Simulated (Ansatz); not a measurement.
Ansatz (a first-principles code) input (B3LYP-D3(BJ)/def2-TZVP):

Ansatz 0.2 input:
```yaml
crystal:
  periodic: [false, false, false]
  atoms:
    - {symbol: Si, position_ang: [0.01756722, -0.02930422, 0.86884307]}
    - {symbol: Br, position_ang: [2.05847781, -0.26907293, -0.33100426]}
    - {symbol: Br, position_ang: [-0.78852124, 1.93329890, -0.20858544]}
    - {symbol: Br, position_ang: [-1.27451711, -1.63340514, -0.32255142]}
basis:
  gaussian:
    orbitals: def2-TZVP
hamiltonian:
  xc: b3lyp
  dispersion: d3bj
total_charge: -1
relax: {f_tol: 0.002, max_steps: 150}
```

End of the output:

```
these checks for a lower state are left out or cut short: starts, cluster_reference, orbital_swaps, neighbouring_geometries, increment
integrals: 0.14 GiB planned
1500 factors; their error is unknown
0.22 GiB of the device are held for the grids
1.14 GiB of device memory are held for the factors and their scratch space
mean field: 0.83 GiB planned
mean field -218025.38071418 eV, -8012.2849583353 hartree, gradient 2.7e-5 eV, S^2 0.000000; 0 other end points of the search recorded, 0 dependent functions left out
the calculation of the forces begins
reference -218025.38094404 eV, -8012.2849667823 hartree; 60, 60 occupied and 121, 121 virtual orbitals, 1500 factors
relax step   2: F+E_penalty+E_count = -218025.76912420 eV  Δ(F+E_penalty+E_count) = -1.441e-2 eV  max|allowed force component| = 1.164e-1 eV/Å  Δτ_max = 0.0415 Å  (30 SCF iters, accepted)
these checks for a lower state are left out or cut short: starts, cluster_reference, orbital_swaps, neighbouring_geometries, increment
integrals: 0.14 GiB planned
1500 factors; their error is unknown
0.22 GiB of the device are held for the grids
1.14 GiB of device memory are held for the factors and their scratch space
mean field: 0.83 GiB planned
mean field -218025.38067314 eV, -8012.2849568269 hartree, gradient 1.5e-5 eV, S^2 0.000000; 0 other end points of the search recorded, 0 dependent functions left out
the calculation of the forces begins
reference -218025.38090262 eV, -8012.2849652603 hartree; 60, 60 occupied and 121, 121 virtual orbitals, 1500 factors
relax step   3: F+E_penalty+E_count = -218025.76998330 eV  Δ(F+E_penalty+E_count) = -8.591e-4 eV  max|allowed force component| = 1.423e-2 eV/Å  Δτ_max = 0.0139 Å  (31 SCF iters, accepted)
these checks for a lower state are left out or cut short: starts, cluster_reference, orbital_swaps, neighbouring_geometries, increment
integrals: 0.14 GiB planned
1500 factors; their error is unknown
0.22 GiB of the device are held for the grids
1.14 GiB of device memory are held for the factors and their scratch space
mean field: 0.83 GiB planned
mean field evaluation 32: about -218024.3185 eV, gradient 2.2e-4 eV
mean field -218025.38076721 eV, -8012.2849602842 hartree, gradient 1.5e-5 eV, S^2 0.000000; 0 other end points of the search recorded, 0 dependent functions left out
the calculation of the forces begins
reference -218025.38099673 eV, -8012.2849687188 hartree; 60, 60 occupied and 121, 121 virtual orbitals, 1500 factors
relax step   4: F+E_penalty+E_count = -218025.76999550 eV  Δ(F+E_penalty+E_count) = -1.220e-5 eV  max|allowed force component| = 7.334e-5 eV/Å  Δτ_max = 0.0015 Å  (32 SCF iters, accepted)
integrals: 0.14 GiB planned
1500 factors; their error is unknown
0.22 GiB of the device are held for the grids
1.14 GiB of device memory are held for the factors and their scratch space
mean field: 0.83 GiB planned
mean field -218025.38076721 eV, -8012.2849602842 hartree, gradient 1.5e-5 eV, S^2 0.000000; 1 other end points of the search recorded, 0 dependent functions left out
the calculation of the forces begins
reference -218025.38099673 eV, -8012.2849687188 hartree; 60, 60 occupied and 121, 121 virtual orbitals, 1500 factors
Total energy: -218025.77022502 eV, -8012.2992725945 hartree
Atom 0 at     0.017615    -0.029374     0.871389 Å, force     0.000014     0.000028     0.000048 eV/Å
Atom 1 at     2.094670    -0.273937    -0.332617 Å, force    -0.000070     0.000007    -0.000011 eV/Å
Atom 2 at    -0.802348     1.967124    -0.208044 Å, force     0.000028    -0.000073    -0.000010 eV/Å
Atom 3 at    -1.296930    -1.662297    -0.324025 Å, force     0.000028     0.000038    -0.000027 eV/Å
Dipole moment:     0.000387    -0.000859     0.024999 e Å
```

It need not be the lowest isomer of its formula. Whether it binds its extra electron was not tested at this geometry.
